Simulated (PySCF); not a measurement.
Computed shifts of a molecule C2H6N2OSi, PBE/pcSseg-1 in PySCF, GIAO, gas phase, atoms alike by connectivity averaged where their shifts nearly agree, in ppm (number of nuclei): ¹³C: 122.9 (1), 35.8 (1). ¹⁵N: 59.7 (1), 46.4 (1). ²⁹Si: -61.0 (1). ¹H: 5.12 (2), 3.12 (3), 1.04 (1). References: ¹³C against TMS (σ = 182.0 ppm); ¹⁵N against NH3 (σ = 267.0 ppm); ²⁹Si against TMS (σ = 335.4 ppm); ¹⁷O against H2O (σ = 334.3 ppm); ¹H against TMS (σ = 31.49 ppm), references at their B3LYP-D3(BJ)/def2-TZVP geometries, non-relativistic. Geometry: B3LYP-D3(BJ)/def2-SVP. Other conformers were not sampled.

Problem. Which molecule gave these data?
A. N[Si@H]1C=NCO1
B. NC[SiH2]N=C=O
C. N[Si]1(N)C=CO1
D. CN[SiH2]N=C=O

Solution. D, CN[SiH2]N=C=O
